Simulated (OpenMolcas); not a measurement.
**What dynamic correlation does to the levels of Mo4+**

```yaml
Program: OpenMolcas
Basis: ANO-R1 [6s4p3d1f]
Scalar_Hamiltonian: X2C, finite nucleus
Active_space: 2 electrons in 5 orbitals (4d)
State_averaging: 2S+1 = 3 even, 10 roots; 2S+1 = 1 even, 15 roots
Spin-orbit_coupling: RASSI with atomic mean-field integrals over the reference wave functions, term energies averaged over their components
```

Methods on the same reference wave functions:
A. CASSCF
B. SS-CASPT2, IPEA 0.25 Eh, imaginary shift 0.1 Eh (closed shells correlated: 4s 4p)

Energies in cm-1 above 4d2 3F2, the measured ground level; measured values from Sugar and Musgrove, J. Phys. Chem. Ref. Data 17, 155 (1988).

```json
{"Level": "4d2 3F2", "A": "0.0", "B": "0.0", "Measured": "0.0"}
{"Level": "4d2 3F3", "A": "1469", "B": "1498", "Measured": "1578"}
{"Level": "4d2 3F4", "A": "3188", "B": "3210", "Measured": "3357"}
{"Level": "4d2 1D2", "A": "12587", "B": "10480", "Measured": "10190"}
{"Level": "4d2 3P0", "A": "13670", "B": "11730", "Measured": "11161"}
{"Level": "4d2 3P1", "A": "14261", "B": "12340", "Measured": "11807"}
{"Level": "4d2 3P2", "A": "15773", "B": "13810", "Measured": "13408"}
{"Level": "4d2 1G4", "A": "19055", "B": "17400", "Measured": "16354"}
{"Level": "4d2 1S0", "A": "44771", "B": "39080", "Measured": "37738"}
```

Deviations, from unrounded energies. A percentage is the sum of absolute deviations over the sum of measured energies, with the sign that they share, or ± where signs differ.

```
                        Against measurement  Levels      A     B
             mean absolute deviation (cm-1)       8   2500   550
      fine structure of the ground term (%)       2   -5.7  -4.6
other terms of the ground configuration (%)       6  +19.3  +4.2
```

B lies closest to measurement on these levels. The largest miss of B in the table is 4d2 1S0, by +1300 cm-1. The ranking rests on the paired levels alone, and a cruder setting can come out closer through cancelling errors.

From A to B the spin-free energies of the other terms of 4d2 shown, above 3F, scale by factors of 0.80 to 0.90, as is usual when dynamic correlation screens the repulsion within a d or f shell.

The lowest spin-free term lies below A's lowest term by 0.151 hartree in B.

Term energies are means over components that CASPT2 splits; among the terms shown or strongly mixed into the levels shown the widest spread is 440 cm-1 (4d2 3F, B). The basis is small and was not contracted for so high a charge. Without dynamic correlation excited terms often stand tens of per cent too high (terms of higher spin than the ground term too low), and those without a measured partner can miss by more than the paired ones (holds for A). Measured partners are found by configuration, term and J. A level has none where our copy of the source lacks it or the pairing is in doubt (some pairs that miss far off the trend of their configuration count as doubtful), and it then counts in no deviation. Only configurations of the active space appear.
